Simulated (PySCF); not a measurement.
**Radial density of Ne⁺ (neon, charge +1)**

UHF, [He] 2s2 2p5, 2P determinant. Calculation: PySCF 2.14, in cc-pVTZ-DK; the spin-free X2C one-electron Hamiltonian (Gaussian nucleus).

```csv
r (bohr),4πr²ρ (e/bohr),4πr²(ρα − ρβ)
0.00290,0.06708,0.0000
0.00488,0.1807,0.0000
0.00821,0.4664,0.0000
0.0138,1.163,0.0001
0.0232,2.699,0.0005
0.0391,5.542,0.0022
0.0657,9.215,0.0111
0.111,10.89,0.0549
0.186,7.818,0.2171
0.313,5.072,0.6410
0.526,7.216,1.0971
0.885,6.200,0.8580
1.49,1.730,0.2115
2.50,0.1238,0.0105
4.21,0.0003994,0.0000
```

Densities and radii are taken from the X2C orbitals without a picture-change correction, which distorts them close to the nucleus.
